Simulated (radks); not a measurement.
Results of a calculation; reference values are marked as such.
Question: Ionisation of Re2+, [Xe] 4f14 5d5, to Re3+, [Xe] 4f14 5d4, under several functionals. Scalar-relativistic Kohn-Sham, spin-polarised, spherical densities, point nucleus; open shells are filled with parallel spins first (spin-orbit coupling, left out, can overturn this in heavy ions); a radial shooting solver on a logarithmic mesh with Libxc functionals. Known Delta-SCF values: exchange-only PBE 27.557 eV; exchange-only LDA 27.494 eV; PBE 28.400 eV. What does Wu-Cohen GGA give, and what is its highest occupied eigenvalue?

Answer: 28.436 eV by Delta-SCF; the 5d eigenvalue is -22.721 eV. NIST: 27 eV (theoretical).
